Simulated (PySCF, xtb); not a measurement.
GeH₃, SMILES [GeH3-], charge -1.

GFN2-xTB in xtb 6.7.1 at its own geometry gives an orbital gap of 5.37 eV.

Geometry: r2SCAN-D4/def2-TZVPD.

### Question
What does PBE0/def2-TZVPD (PySCF) give? (Estimate from the structure and the level; the computed values follow.)

### Answer
gap 4.72 eV (levels 0.03 and 4.75 eV).
